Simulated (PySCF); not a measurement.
**TlI₂⁺, singlet: computed properties**

These are results of PBE in PySCF with Tl def2-TZVP with ECP60, I def2-TZVP with ECP28; scalar-relativistic core potentials, no spin–orbit coupling; density-fitted integrals, not measurements.

The structure is a minimum.

Z-matrix (Å, degrees; charge 1 multiplicity 1):
```
Tl
I  1 2.6172
I  1 2.6172 2 180.00
```

```
Point group                                                                   : D∞h
Bond lengths                                                                  : Tl–I 2.617 Å (×2)
Bond angles                                                                   : I–Tl–I 180.0°
Principal polarisabilities                                                    : 62.1, 62.1, 191.4 bohr³
Highest occupied level                                                        : -11.71 eV
Lowest empty level                                                            : -9.64 eV
Enthalpy at 298.15 K above 0 K                                                : 16.12 kJ/mol
Zero-point energy                                                             : 2.9 kJ/mol
Entropy at 298.15 K and 1 bar                                                 : 330.5 J/(mol K)
Heat capacity Cp at 298.15 K                                                  : 61.1 J/(mol K)
Dipole moment about the centre of mass                                        : 0.00 D
Rotational symmetry number                                                    : 2
Rotational constants                                                          : 0.009697 cm⁻¹
Principal quadrupole moments (Buckingham, traceless) about the centre of mass : -13.46, -13.46, 26.91 D Å
```

Harmonic modes (masses in u: Tl 204.974, I 126.904):
```csv
symmetry,ω (cm⁻¹),"IR (km/mol, summed over degenerate members)",μ (u),type
πu,49,0.3,160.78,bend
σg+,146,0.0,126.90,stretch
σu+,234,11.6,160.78,stretch
```

In D∞h the vibrations span πu + σg+ + σu+. The σg+ mode carries no infrared intensity, as symmetry demands. With a centre of inversion only u modes can be infrared active and only g modes Raman active.

Charges (e):
```
atom  Mulliken  Löwdin  polar tensor  Mayer order to Tl1
 Tl1      0.76    0.06          0.93                   –
I2,3      0.12    0.47          0.04                1.19
```

Mulliken populations on Tl1 (electrons outside its core potential): s 3.41, p 6.78, d 10.00, f 0.05.

Counting electrons, thallium keeps none of its valence electrons outside its bonds, so the VSEPR class is AX2 and the expected shape is linear (D∞h), as computed.

Only a few start shapes were tried, so a lower isomer may exist. With an element this heavy the missing spin–orbit coupling can shift these numbers.

The final relaxation and frequency run took 74 s on 4 threads of a shared Intel Xeon @ 2.50GHz (Skylake/Cascade Lake) host, with 150 basis functions and 6 gradients; the process peaked at 1.1 GiB.
